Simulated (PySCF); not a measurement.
Be(Me) (CH3Be), SMILES [Be+][CH3], charge +1.

Geometry optimised at B3LYP-D3(BJ)/def2-TZVPD. The multiplicity is an assumed one; other spin states were not compared. The isomer is the one that the SMILES or the coordinates give; other isomers of the formula were not compared.

Computed with PBE/def2-TZVPD in PySCF.

Symmetry labels are those of the subgroup Cs that the program uses (full group C3v).

Computed valence orbital energies around the gap with their symmetry:
| orbital | symmetry | energy (eV) |
|---|---|---|
| HOMO−5 | A' | -274.55 |
| HOMO−4 | A' | -114.80 |
| HOMO−3 | A' | -22.80 |
| HOMO−2 | A" | -15.59 |
| HOMO−1 | A' | -15.59 |
| HOMO | A' | -14.19 |
| LUMO | A' | -10.73 |
| LUMO+1 | A" | -7.97 |
| LUMO+2 | A' | -7.97 |
| LUMO+3 | A' | -4.36 |
